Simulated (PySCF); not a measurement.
**RuF₄ + Cl₂ → RuCl₂ + 2 F₂**

Level: PBE0 in the def2-SVP basis family, computed in PySCF with density fitting; scalar-relativistic core potentials for atoms from Rb on, none lighter, no spin–orbit coupling; open shells unrestricted.

```tsv
species	state and structure	E (Eh)	ZPE (kJ/mol)	H(298 K) − H(0) (kJ/mol)	S° (J/(mol K))
RuF₄	quintet, D2d, Ru–F 1.837 Å (×4); F–Ru–F 90.7° (×4), F–Ru–F 167.6° (×2)	-493.56713	22.7	18.6	341.7
Cl₂	singlet, D∞h, Cl–Cl 2.025 Å	-919.76210	3.2	9.2	223.2
RuCl₂	quintet, D∞h, Ru–Cl 2.255 Å (×2)	-1014.73152	5.4	14.6	303.6
F₂	singlet, D∞h, F–F 1.376 Å	-199.15566	6.5	8.7	201.9
```

**Question.** What is the electronic reaction energy?

**Answer.** At PBE0/def2-SVP, ΔE = 751.9 kJ/mol from the differences of the total energies times 2625.5, uphill. 

**Question.** Add zero-point, thermal and entropy terms for 298.15 K and 1 bar.

**Answer.** ΔZPE = -7.5 and Δ[H(298) − H(0)] = 4.2 kJ/mol give ΔH° = 748.6 kJ/mol. ΔS° = 142.5 J/(mol K), so ΔG° = 748.6 − 298.15 × (0.1425) = 706 kJ/mol.

Open d or f shells are single determinants, so the state found may not be the ground state. The structures come from searches over a few start shapes, so lower isomers are not excluded.
